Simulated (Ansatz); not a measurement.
`[SiH3][SiH2][GeH3]` + `F[C]1=[CH][GeH2]1` → `[SiH3][C]1=[CH][GeH2]1` + `F[SiH2][GeH3]`  (redistribution)

Computed with Ansatz on PBE0-D4/def2-TZVP structures; ΔE is electronic, products minus reactants. CCSD(T)/CBS adds triple-zeta CCSD(T) − MP2 to the extrapolated MP2 energy (def2 sets, frozen cores). Functionals use def2-TZVPP. B3LYP here is the variant with VWN-RPA as its local correlation; programs differ in this. For Ge outer-core shells are correlated without core-valence functions, which leaves a few kJ/mol of doubt a bond. Scalar relativity is left out up to krypton.

| level | ΔE (kJ/mol) | difference from CCSD(T)/CBS |
| --- | --- | --- |
| B3LYP-D4 | -206.8 | 15.3 |
| ωB97X-V | -202.4 | 19.7 |
| ωB97M-V | -211.4 | 10.7 |
| PBE | -176.9 | 45.2 |
| r2SCAN | -199.9 | 22.2 |
| PBE0 | -188.9 | 33.2 |
| SCS-MP2/def2-TZVPP | -229.6 | -7.5 |
| HF/def2-QZVPP | -235.5 | -13.4 |
| HF/CBS(def2) | -236.0 | -13.9 |
| MP2/CBS(def2) | -239.3 | -17.2 |
| CCSD(T)/CBS | -222.1 | 0 |

Largest T1 diagnostic among the species: 0.014.

From PBE to PBE0 (25 % exact exchange), in def2-TZVPP and without D4, ΔE moves by −11.9 kJ/mol.
